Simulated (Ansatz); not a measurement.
## A relaxation, step by step

Ge4NH15O, singlet, PBE0-D4/def2-TZVP (Ansatz 0.2.0). Settings:

```yaml
hamiltonian: {xc: pbe0, dispersion: d4}
relax: {f_tol: 0.005, max_steps: 200}
```

Start, a step off a saddle point along its unstable mode:

```csv
atom,x (Å),y (Å),z (Å)
Ge1,-1.5668,0.1261,0.0862
Ge2,2.4094,-0.3591,-0.6681
Ge3,-0.8587,-0.7586,2.2347
Ge4,-1.4986,-1.4107,-1.8081
H5,-2.9650,0.7436,0.1848
H6,0.4363,1.7151,0.6573
N7,-0.4489,1.6686,-0.2900
H8,1.9205,0.6128,0.5155
O9,1.2079,1.6681,1.4495
H10,2.2127,-1.8974,-0.4762
H11,1.4139,-0.1279,-1.8949
H12,3.7772,-0.2372,-1.3576
H13,-0.9820,0.3248,3.3032
H14,-1.8897,-1.8774,2.5376
H15,0.5389,-1.3735,2.1584
H16,-2.8738,-2.0896,-1.8456
H17,-0.3896,-2.4650,-1.6498
H18,-1.3033,-0.6227,-3.1142
H19,-1.0097,2.5043,-0.4074
H20,0.0746,1.5174,-1.1444
H21,1.7947,2.3383,1.5291
```

```tsv
step	energy less the last (meV)	largest force component (eV/Å)
1	1111.2	3.332
5	68.2	0.459
9 (rejected trial)	29.4	0.218
13	17.5	0.199
17	11.2	0.054
21	6.4	0.073
25	4.7	0.027
29	4.0	0.024
33	3.2	0.025
37	2.2	0.029
41	1.7	0.013
45	1.3	0.031
49	0.7	0.048
53	0.2	0.024
57 (rejected trial)	1.6	0.098
61	0.0	0.006
62	0.0	0.003
```

Step 13, positions (Å) and forces (eV/Å):

```json
{"atom": "Ge1", "x": "-1.591", "y": "0.272", "z": "0.049", "Fx": "0.004", "Fy": "0.040", "Fz": "-0.003"}
{"atom": "Ge2", "x": "2.616", "y": "-0.668", "z": "-1.007", "Fx": "-0.023", "Fy": "0.024", "Fz": "0.027"}
{"atom": "Ge3", "x": "-0.826", "y": "-0.661", "z": "2.159", "Fx": "0.020", "Fy": "-0.039", "Fz": "0.004"}
{"atom": "Ge4", "x": "-1.620", "y": "-1.411", "z": "-1.716", "Fx": "-0.029", "Fy": "-0.014", "Fz": "-0.017"}
{"atom": "H5", "x": "-3.016", "y": "0.840", "z": "0.233", "Fx": "-0.002", "Fy": "-0.006", "Fz": "-0.020"}
{"atom": "H6", "x": "0.530", "y": "2.063", "z": "1.061", "Fx": "0.024", "Fy": "-0.011", "Fz": "0.005"}
{"atom": "N7", "x": "-0.558", "y": "1.763", "z": "-0.448", "Fx": "0.064", "Fy": "0.086", "Fz": "-0.199"}
{"atom": "H8", "x": "2.471", "y": "0.099", "z": "0.312", "Fx": "0.009", "Fy": "-0.026", "Fz": "-0.046"}
{"atom": "O9", "x": "1.110", "y": "1.897", "z": "1.833", "Fx": "-0.077", "Fy": "0.175", "Fz": "0.114"}
{"atom": "H10", "x": "2.370", "y": "-2.168", "z": "-0.796", "Fx": "0.001", "Fy": "0.025", "Fz": "-0.002"}
{"atom": "H11", "x": "1.570", "y": "-0.144", "z": "-2.016", "Fx": "0.025", "Fy": "-0.016", "Fz": "0.030"}
{"atom": "H12", "x": "4.012", "y": "-0.453", "z": "-1.608", "Fx": "-0.009", "Fy": "-0.001", "Fz": "-0.002"}
{"atom": "H13", "x": "-1.044", "y": "0.295", "z": "3.338", "Fx": "-0.002", "Fy": "0.000", "Fz": "-0.020"}
{"atom": "H14", "x": "-1.703", "y": "-1.915", "z": "2.388", "Fx": "0.002", "Fy": "0.020", "Fz": "-0.004"}
{"atom": "H15", "x": "0.635", "y": "-1.112", "z": "2.073", "Fx": "0.002", "Fy": "-0.003", "Fz": "0.003"}
{"atom": "H16", "x": "-2.966", "y": "-2.158", "z": "-1.708", "Fx": "0.001", "Fy": "-0.003", "Fz": "0.002"}
{"atom": "H17", "x": "-0.496", "y": "-2.442", "z": "-1.522", "Fx": "0.001", "Fy": "0.010", "Fz": "0.013"}
{"atom": "H18", "x": "-1.436", "y": "-0.749", "z": "-3.095", "Fx": "-0.004", "Fy": "0.008", "Fz": "0.018"}
{"atom": "H19", "x": "-1.134", "y": "2.509", "z": "-0.828", "Fx": "0.106", "Fy": "-0.171", "Fz": "0.063"}
{"atom": "H20", "x": "0.141", "y": "1.530", "z": "-1.151", "Fx": "-0.157", "Fy": "0.059", "Fz": "0.163"}
{"atom": "H21", "x": "0.932", "y": "2.613", "z": "2.452", "Fx": "0.044", "Fy": "-0.157", "Fz": "-0.127"}
```

Last step (62):

```
atom    x (Å)    y (Å)    z (Å)
 Ge1  -1.6115   0.3118  -0.0343
 Ge2   2.9088  -0.6620  -0.6019
 Ge3  -0.7096  -0.8051   1.9277
 Ge4  -2.0846  -1.2634  -1.8312
  H5  -2.9111   1.0646   0.3247
  H6   0.4606   2.1029   1.0028
  N7  -0.4463   1.6728  -0.5934
  H8   2.9867   0.5254   0.3600
  O9   0.9377   1.9767   1.8481
 H10   3.0478  -1.9869   0.1572
 H11   1.5437  -0.6511  -1.3163
 H12   4.0081  -0.5645  -1.6700
 H13  -0.9601  -0.0052   3.2102
 H14  -1.4666  -2.1475   2.0355
 H15   0.7814  -1.1124   1.7542
 H16  -3.1677  -2.2682  -1.4026
 H17  -0.8124  -2.0456  -2.2004
 H18  -2.5736  -0.5199  -3.0881
 H19  -0.9207   2.3669  -1.1575
 H20   0.3262   1.3116  -1.1406
 H21   0.6631   2.6989   2.4158
```

Hardware: 11 CPU threads of an AMD EPYC 7R13 and one NVIDIA H100, shared host. Wall time 110 s; peak host memory 1.2 GiB.
